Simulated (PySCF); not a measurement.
# Telling isomers of C8H13NSi apart by NMR

[PySCF 2.14: σ from GIAO-PBE0/pcSseg-1; geometry from GFN2-xTB; no relativistic terms; a single conformation; gas phase; fast rotation and ring inversion assumed for equivalent nuclei]

References, each an isolated molecule treated in the same way: ¹H (31.72 ppm) and ¹³C (186.93 ppm) against TMS. Where no couplings were computed, multiplicities follow the n + 1 count of equivalent neighbours, and m marks all less simple cases (inequivalent or close neighbours, rings, F or P nearby). Shifts are as computed. Against solution values, carbons near 30 ppm lie about +3 ppm off and those near 130 ppm about +5 ppm. Of 1211 compounds with measured shifts, 218 miss one by over three times the rms of a fit or turn the order of signals round; such compounds aren't used in these exercises.

(1) Tabulate the signals of `CCC/C=C/C(C#N)=C/[SiH3]`, `CC#C[C@]1(N2CC2)CC[SiH2]1`, `C[Si](C)(C)c1cccnc1` and their relative energies.

(2) What is the quickest way to tell CCC/C=C/C(C#N)=C/[SiH3] from CC#C[C@]1(N2CC2)CC[SiH2]1?

(3) What is the quickest way to tell CC#C[C@]1(N2CC2)CC[SiH2]1 from C[Si](C)(C)c1cccnc1?

(4) What is the quickest way to tell CCC/C=C/C(C#N)=C/[SiH3] from C[Si](C)(C)c1cccnc1?

Results:

(1) 
```tsv
SMILES	carbon types	δC	δH	E rel. (kcal/mol)
CCC/C=C/C(C#N)=C/[SiH3]	2×C 3×CH 2×CH2 1×CH3	151.0, 144.4, 138.2, 136.6, 121.2, 41.9, 28.6, 17.2	6.77 (m, 1H), 6.53 (q, 1H), 6.29 (d, 1H), 4.41 (d, 3H), 2.18 (m, 2H), 1.46 (m, 2H), 1.14 (t, 3H)	59.7
CC#C[C@]1(N2CC2)CC[SiH2]1	3×C 4×CH2 1×CH3	90.5, 83.2, 54.3, 38.0, 23.7, 5.5, 5.0	4.85 (m, 1H), 4.69 (m, 1H), 2.43 (m, 1H), 2.41 (m, 1H), 1.98 (s, 3H), 1.90 (m, 1H), 1.52 (m, 2H), 1.51 (m, 2H), 1.34 (m, 1H)	106.4
C[Si](C)(C)c1cccnc1	1×C 4×CH 3×CH3	160.5, 155.8, 146.0, 139.5, 127.7, -0.7	9.02 (s, 1H), 8.91 (d, 1H), 7.88 (d, 1H), 7.34 (m, 1H), 0.29 (s, 9H)	0.0
```

Energies are electronic energies at PBE0/pcSseg-1 on these geometries, without zero-point or thermal terms, each for the one conformer computed, which needn't be the lowest.

(2) Count the carbon signals: 8 against 7. The first has an alkene CH at 151.0 ppm, the second a propargylic fully substituted sp3 carbon bonded to N and Si (C) at 54.3 ppm. Their most deshielded carbons lie at 151.0 and 90.5 ppm. In the proton spectra the most deshielded non-exchanging signals are 6.77 (m, 1H) and 4.85 (m, 1H).

(3) Count the carbon signals: 7 against 6. The first has a propargylic fully substituted sp3 carbon bonded to N and Si (C) at 54.3 ppm, the second an aromatic CH next to a ring nitrogen at 160.5 ppm. Their most deshielded carbons lie at 90.5 and 160.5 ppm. In the proton spectra the most deshielded non-exchanging signals are 4.85 (m, 1H) and 9.02 (s, 1H).

(4) Count the carbon signals: 8 against 6. The first has an allylic sp3 CH2 at 41.9 ppm, the second a methyl carbon bonded to Si (CH3) at -0.7 ppm. Their most deshielded carbons lie at 151.0 and 160.5 ppm. In the proton spectra the most deshielded non-exchanging signals are 6.77 (m, 1H) and 9.02 (s, 1H).
